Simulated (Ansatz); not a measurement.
Ansatz (a program for electronic structure) input (PBE/def2-TZVPD):

Ansatz 0.2 input:
```yaml
crystal:
  periodic: [false, false, false]
  atoms:
    - {symbol: C, position_ang: [-2.96052367, 1.06992143, 1.01517693]}
    - {symbol: C, position_ang: [-2.09839778, 0.24925902, 0.06177053]}
    - {symbol: C, position_ang: [-0.96869983, -0.50539800, 0.78876600]}
    - {symbol: C, position_ang: [-0.09396649, -1.30907041, -0.11375519]}
    - {symbol: S, position_ang: [1.01298315, -0.64323419, -1.24967337]}
    - {symbol: C, position_ang: [1.66377282, 0.83631509, -0.40458089]}
    - {symbol: C, position_ang: [2.54399524, 0.51726590, 0.79541225]}
    - {symbol: H, position_ang: [-2.36144370, 1.81521818, 1.54457819]}
    - {symbol: H, position_ang: [-3.43309017, 0.43322253, 1.76712660]}
    - {symbol: H, position_ang: [-3.75263046, 1.59826230, 0.48148463]}
    - {symbol: H, position_ang: [-1.65536519, 0.89767099, -0.69878780]}
    - {symbol: H, position_ang: [-2.71676943, -0.47308592, -0.47789761]}
    - {symbol: H, position_ang: [-0.38114522, 0.22351676, 1.35682036]}
    - {symbol: H, position_ang: [-1.41192632, -1.17648286, 1.53069634]}
    - {symbol: H, position_ang: [-0.37421132, -2.32602680, -0.35698574]}
    - {symbol: H, position_ang: [2.22861646, 1.35547207, -1.17984683]}
    - {symbol: H, position_ang: [0.82961202, 1.48198078, -0.12902939]}
    - {symbol: H, position_ang: [1.99049843, -0.04229894, 1.54942502]}
    - {symbol: H, position_ang: [2.91049824, 1.43931905, 1.25362278]}
    - {symbol: H, position_ang: [3.40254454, -0.08477910, 0.49682955]}
basis:
  gaussian:
    orbitals: def2-TZVPD
hamiltonian:
  xc: {name: PBE}
magnetization: {spin_polarized: true, initial_magnetization: 1}
output: {forces: true}
```

End of the output:

```
mean field evaluation 1: about -17226.5070 eV, gradient 8.0e1 eV
mean field evaluation 2: about -17063.9105 eV, gradient 1.7e2 eV
mean field evaluation 4: about -17254.1234 eV, gradient 2.5e1 eV
mean field evaluation 8: about -17257.4987 eV, gradient 3.0e-1 eV
mean field evaluation 16: about -17257.4139 eV, gradient 4.0e-3 eV
mean field -17257.41392572 eV, -634.1982642750 hartree, gradient 3.3e-5 eV, S^2 0.753968; 0 other end points of the search recorded, 0 dependent functions left out
the calculation of the forces begins
reference -17257.41399919 eV, -634.1982669749 hartree; 33, 32 occupied and 352, 353 virtual orbitals, 2000 factors
Total energy: -17257.41399919 eV, -634.1982669749 hartree
Atom 0 at    -2.960524     1.069921     1.015177 Å, force     0.106787    -0.104867    -0.124969 eV/Å
Atom 1 at    -2.098398     0.249259     0.061771 Å, force    -0.032656     0.038700     0.244462 eV/Å
Atom 2 at    -0.968700    -0.505398     0.788766 Å, force     0.002268    -0.051460    -0.279080 eV/Å
Atom 3 at    -0.093966    -1.309070    -0.113755 Å, force     0.070774     0.221753     0.060721 eV/Å
Atom 4 at     1.012983    -0.643234    -1.249673 Å, force     0.017161    -0.039136    -0.067571 eV/Å
Atom 5 at     1.663773     0.836315    -0.404581 Å, force     0.096203    -0.235972     0.109760 eV/Å
Atom 6 at     2.543995     0.517266     0.795412 Å, force    -0.098782     0.038818    -0.166973 eV/Å
Atom 7 at    -2.361444     1.815218     1.544578 Å, force     0.137108     0.188790     0.136879 eV/Å
Atom 8 at    -3.433090     0.433223     1.767127 Å, force    -0.123742    -0.149926     0.189601 eV/Å
Atom 9 at    -3.752630     1.598262     0.481485 Å, force    -0.201039     0.134864    -0.125400 eV/Å
Atom 10 at    -1.655365     0.897671    -0.698788 Å, force     0.115484     0.167457    -0.211031 eV/Å
Atom 11 at    -2.716769    -0.473086    -0.477898 Å, force    -0.157569    -0.187443    -0.144673 eV/Å
Atom 12 at    -0.381145     0.223517     1.356820 Å, force     0.157944     0.213385     0.172297 eV/Å
Atom 13 at    -1.411926    -1.176483     1.530696 Å, force    -0.115420    -0.182052     0.200876 eV/Å
Atom 14 at    -0.374211    -2.326027    -0.356986 Å, force    -0.054588    -0.305496    -0.083971 eV/Å
Atom 15 at     2.228616     1.355472    -1.179847 Å, force     0.141270     0.134995    -0.228416 eV/Å
Atom 16 at     0.829612     1.481981    -0.129029 Å, force    -0.247608     0.185163     0.063741 eV/Å
Atom 17 at     1.990498    -0.042299     1.549425 Å, force    -0.135616    -0.147277     0.202619 eV/Å
Atom 18 at     2.910498     1.439319     1.253623 Å, force     0.095076     0.230462     0.115337 eV/Å
Atom 19 at     3.402545    -0.084779     0.496830 Å, force     0.226944    -0.150756    -0.064211 eV/Å
Dipole moment:    -0.029031     0.235736     0.194956 e Å
```

It need not be the lowest isomer of its formula.
